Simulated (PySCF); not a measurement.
Radial density of Sn⁷⁺ (tin, charge +7)

UHF, [Kr] 4d7, high-spin 4F determinant. Computed with PySCF 2.14 in an uncontracted even-tempered set (22 s from 0.14 bohr⁻², ratio 2.5; 16 p from 0.18 bohr⁻², ratio 2.5; 11 d from 0.18 bohr⁻², ratio 2.5; 5 f from 1.8 bohr⁻², ratio 2.7; 4 g from 2.6 bohr⁻², ratio 2.7), with scalar relativity by spin-free X2C-1e.

| r (bohr) | 4πr²ρ (e/bohr) | 4πr²(ρα − ρβ) |
| --- | --- | --- |
| 0.0245 | 63.10 | -0.0013 |
| 0.0412 | 55.43 | 0.0059 |
| 0.0693 | 75.02 | 0.0860 |
| 0.116 | 73.91 | 0.5153 |
| 0.196 | 58.61 | 1.1168 |
| 0.330 | 58.49 | 0.1802 |
| 0.554 | 19.84 | 1.4067 |
| 0.932 | 19.14 | 3.7288 |
| 1.57 | 2.648 | 0.7669 |
| 2.64 | 0.02311 | 0.0077 |
| 4.44 | 1.355e-05 | 0.0000 |

Densities and radii are taken from the X2C orbitals without a picture-change correction, which distorts them close to the nucleus.
